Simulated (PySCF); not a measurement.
Working out the ionisation energy of Pt

Pt [Xe] 4f14 5d9 6s1 (3D) → Pt⁺ [Xe] 4f14 5d9 (2D). Computed with PySCF 2.14 in def2-TZVPPD with the def2 core potential (60 electrons), with scalar relativity through the core potential. Frozen: nothing. Energies in hartree (1 hartree = 27.21139 eV):

```
            part   Pt (lower)  Pt⁺ (upper)
             UHF  -118.399841  -118.121414
CCSD correlation    -0.502966    -0.460188
             (T)    -0.016995    -0.014473
```

Problem. What does Hartree-Fock give?

Solution. (-118.121414) − (-118.399841) = 0.278427 hartree = 7.576 eV.

Problem. What do CCSD and CCSD(T) give?

Solution. The CCSD correlation energies differ by 0.042778 hartree = 1.164 eV and the triples by 0.002522 hartree = 0.069 eV, so CCSD gives 8.740 eV and CCSD(T) 8.809 eV.

Reference: 8.959 eV (measured; NIST Atomic Spectra Database, ionization energies), between the lowest levels; spin-orbit coupling is absent from the calculation.

What remains against the reference includes basis incompleteness and higher excitations.
